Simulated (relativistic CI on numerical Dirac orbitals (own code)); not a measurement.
Hyperfine structure of Cd XXVIII, mass number 111

Computed by Dirac-Coulomb-Breit CI, separate exchange-only KLI orbitals for each configuration, QED by a radiative potential, unscaled Slater integrals (own radial code, finite nucleus).

Configurations in the expansion (outside the closed core [Ne]): 3s²3p⁶3d³, 3s²3p⁵3d⁴, 3s3p⁶3d⁴, 3s²3p⁶3d²4s, 3s²3p⁶3d²4p, 3s²3p⁶3d²4d, 3s²3p⁶3d²4f, 3s²3p⁵3d³4s, 3s²3p⁵3d³4p, 3s3p⁶3d³4s, 3s²3p⁶3d4s4p, 3p⁶3d⁵, 3p⁵3d⁶, 3s²3p⁶3d4s², 3s²3p⁶4s²4p, 3s²3p⁶4s²4d, 3s²3p⁶4s²4f, 3p⁶3d⁴4s, 3p⁵3d⁵4s. Double excitations out of closed p, d and f shells are left out; levels of such configurations are missing from the list, as are those of other unlisted configurations, and high levels can miss mixing partners. These lack a partner that the ground configuration has and come out too high: 3s²3p⁵3d³4p.

Nuclear spin I = 1/2, μ = -0.594 μN (tables of Stone and Pyykkö). The electronic factors are computed for point nuclear moments, without core polarisation or the Bohr-Weisskopf and QED corrections.

```json
{"Level": "3s²3p⁶3d³ ⁴F3/2", "E (cm⁻¹)": "0.0", "A (MHz)": "-23700"}
{"Level": "3s²3p⁶3d³ ⁴F5/2", "E (cm⁻¹)": "40442.8", "A (MHz)": "-14330"}
{"Level": "3s²3p⁶3d³ ⁴F7/2", "E (cm⁻¹)": "69646.6", "A (MHz)": "-13320"}
{"Level": "3s²3p⁶3d³ ⁴F9/2", "E (cm⁻¹)": "86395.8", "A (MHz)": "-14500"}
{"Level": "3s²3p⁶3d³ ⁴P1/2", "E (cm⁻¹)": "102420.7", "A (MHz)": "8673"}
{"Level": "3s²3p⁶3d³ ²G7/2", "E (cm⁻¹)": "137072.8", "A (MHz)": "-14870"}
{"Level": "3s²3p⁶3d³ ²H9/2", "E (cm⁻¹)": "143332.8", "A (MHz)": "-13590"}
{"Level": "3s²3p⁶3d³ ⁴P5/2", "E (cm⁻¹)": "149549.3", "A (MHz)": "-5909"}
```

Levels with J = 0, under 50 % of one LS term, or S terms without an open s electron are left out. Small factors come from cancelling terms and can be off by tens of per cent or more.

At this charge energies of transitions that change n are usually good to better than 1 %, and those within a shell (Δn = 0) to a few per cent. Terms inside the open d or f shell come out 10 to 20 % too wide with unscaled integrals.

Q: Give the hyperfine levels of 3s²3p⁶3d³ ⁴F3/2 relative to its centre of gravity.

A: With K = F(F + 1) − I(I + 1) − J(J + 1), E = AK/2: F = 1: 29630, F = 2: -17780 MHz.

LS names give the leading component of a level, which can be under half, so a name can repeat, a term be missing and a line seem to break the LS rules.
